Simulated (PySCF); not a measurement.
C₅H₁₂Si, SMILES CCC/C=C\[SiH3].

Coordinates come from a PBE-D3(BJ)/def2-SVP optimisation. The structure was generated by enumeration; whether it is a known compound was not checked. Other conformers were not sampled.

Level of theory: PBE/def2-TZVP (PySCF).

Gas-phase values at a fixed geometry.

Q: Estimate the frontier levels, gap, dipole moment. (Estimate from the structure and the level; the computed values follow.)

A: 
highest occupied level: -6.34 eV
lowest empty level: -1.53 eV
orbital gap: 4.82 eV
dipole moment: 1.27 D
quadrupole, principal values (traceless, Buckingham form, about the centre of nuclear charge): -2.35, -0.67, 3.03 D·Å
